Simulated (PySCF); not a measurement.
GaF₃, SMILES [F][Ga]([F])[F].

Geometry optimised at PBE0-D3(BJ)/def2-SVP. The isomer is the one that the SMILES or the coordinates give; other isomers of the formula were not compared.

The numbers are results of CAM-B3LYP/def2-TZVPD in PySCF, not measurements.

The molecule is in vacuum.

```json
{
 "total_energy": "-2224.70202 hartree",
 "point_group": "D3h",
 "highest_occupied_level": "-13.46 eV",
 "lowest_empty_level": "-1.72 eV",
 "orbital_gap": "11.74 eV",
 "dipole_moment": "0.00 D",
 "quadrupole, principal values (traceless, Buckingham form, about the centre of nuclear charge)": "-4.96, -4.96, 9.93 D·Å",
 "mean_static_polarisability": "24.5 bohr³ (3.63 Å³)",
 "polarisability_principal_values": "20.2, 26.6, 26.6 bohr³"
}
```
